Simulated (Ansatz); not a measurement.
`[F][Ge]([F])([F])[I]` + H₂ → `[F][GeH]([F])[F]` + HI at 298.15 K and 1 bar (hydrogenolysis of a Ge–I bond).

Computed with Ansatz on PBE0-D4/def2-TZVP structures; ΔE is electronic, products minus reactants. CCSD(T)/CBS adds triple-zeta CCSD(T) − MP2 to the extrapolated MP2 energy (def2 sets, frozen cores). This one scheme is used for every species. Elements past krypton have def2 core potentials. For Ge, I outer-core shells are correlated without core-valence functions, which leaves a few kJ/mol of doubt a bond. Scalar relativity is left out up to krypton.

```
               species  CCSD(T)/CBS energy (Eh)  H − E (kJ/mol)  S (J/(mol·K))
`[F][Ge]([F])([F])[I]`              -2673.08048            40.4          347.0
                    H₂                 -1.17544            35.1          130.4
    `[F][GeH]([F])[F]`              -2376.20168            55.1          294.6
                    HI               -298.03592            22.7          206.5
```

H − E and S are ideal-gas, rigid-rotor, harmonic terms from PBE0-D4/def2-TZVP. The MP2-based limit puts H₂ 0.8 mEh under its directly extrapolated value; such offsets cancel only in part. 1 Eh = 2625.50 kJ/mol, R = 8.31446 J/(mol·K).

By hand: ΔE, ΔH, ΔS and ΔG.

ΔE = (-2376.20168) + (-298.03592) − (-2673.08048) − (-1.17544) = 0.01832 Eh = 48.1 kJ/mol. Δ(H − E) = 55.1 + 22.7 − 40.4 − 35.1 = 2.3, so ΔH = 50.4 kJ/mol. ΔS = 294.6 + 206.5 − 347.0 − 130.4 = 23.7 J/(mol·K). ΔG = 50.4 − 298.15 × (23.7)/1000 = 43.3 kJ/mol.

By hand: the equilibrium constant, and the temperature at which ΔG would vanish if ΔH and ΔS stayed fixed.

log₁₀ K = −ΔG/(RT ln 10) = -7.6. ΔG = 0 at ΔH/ΔS = 2127 K.

ΔH outweighs TΔS. A doubt of 5 kJ/mol in ΔE shifts log₁₀ K by 0.9 here. These are equilibria of isolated gas molecules and say nothing of rates. Largest T1 diagnostic: 0.012 (customary marks: 0.02 for closed shells, 0.045 for open ones).
